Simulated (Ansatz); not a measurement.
A nudged elastic band was laid between two geometries of CH2OSTe (6 atoms, charge 0, multiplicity 1).

Theory: RHF/def2-SVP (Ansatz).

| Property | Result |
| --- | --- |
| movable images | 5 |
| climbing image | yes |
| spring | 5.0 eV/Å² |
| optimiser | quadratic models (default) |
| start path | IDPP |
| force threshold | 0.05 eV/Å |
| iteration limit | 60 |
| end points | relaxed |

Initial state:

```xyz
6
Properties=species:S:1:pos:R:3
O 1.200 0.006 -0.461
C 0.266 -0.691 0.140
S 0.477 -2.218 0.610
Te -1.626 0.247 0.508
H 0.934 0.887 -0.680
H -1.209 1.704 -0.162
```

Final state:

```xyz
6
Properties=species:S:1:pos:R:3
O 0.882 0.417 -0.488
C 0.145 -0.482 0.108
S 0.632 -1.987 0.463
Te -1.803 0.218 0.587
H 1.741 0.047 -0.677
H -1.554 1.722 -0.040
```

**Question.** What changes between the two ends?

**Answer.** No bond is made or broken. The dihedral H5–O1–C2–Te4 goes from 0 to 180°.

**Question.** What energy profile does the band end with?

**Answer.** The forces met the threshold. The highest image is number 3 of 0 to 6, 0.264 eV above the first end and 0.571 eV above the last; the last end lies 0.306 eV below the first. A vibrational analysis at the climbing image gives one clearly imaginary mode, 551i cm⁻¹: a first-order saddle point.

```csv
image,path coordinate (Å),energy (eV),dihedral H5–O1–C2–Te4 (°)
0,0.00,0.000,0
1,0.36,0.025,-16
2,0.72,0.161,-52
3,1.08,0.264,-87
4,1.43,0.132,-119
5,1.77,-0.163,-151
6,2.12,-0.306,180
```

**Question.** What is the geometry of the highest image?

**Answer.** 
```xyz
6
Properties=species:S:1:pos:R:3:forces:R:3
O 1.130 0.280 -0.290 0.00 0.00 0.00
C 0.218 -0.617 0.101 0.00 -0.02 0.00
S 0.487 -2.196 0.184 0.00 0.01 0.00
Te -1.663 0.211 0.679 -0.01 0.01 0.00
H 1.046 0.481 -1.214 0.00 0.00 0.00
H -1.176 1.776 0.494 0.00 0.00 0.00
```

**Question.** What are the harmonic wavenumbers there?

**Answer.** 551i, 206, 230, 316, 497, 586, 728, 1100, 1201, 1402, 2266, 4113 cm⁻¹.

The run took 2.5 min on 1 thread of Intel(R) Xeon(R) Platinum 8488C (Sapphire Rapids) (shared host), peak memory 0.17 GiB.
